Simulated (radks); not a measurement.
Task: The cobalt ion Co4+ is in [Ar] 3d5. Method: scalar-relativistic Kohn-Sham, r2SCAN, spin-polarised, spherical densities, finite nucleus; meta-GGA in the generalised Kohn-Sham scheme; Fermi nuclear charge, rms radius of each element as measured or else 0.836 A^(1/3) + 0.57 fm; computed with a radial shooting solver on a logarithmic mesh with Libxc functionals. Open shells are filled with parallel spins first. One electron is removed from 3d, 2p, 3s, 3p in turn, with full relaxation. Which removal costs least, and what does each cost?

Result: 3d 80.299 eV; 3p 133.01 eV; 3s 171.97 eV; 2p 868.63 eV. The 3d electron leaves first.
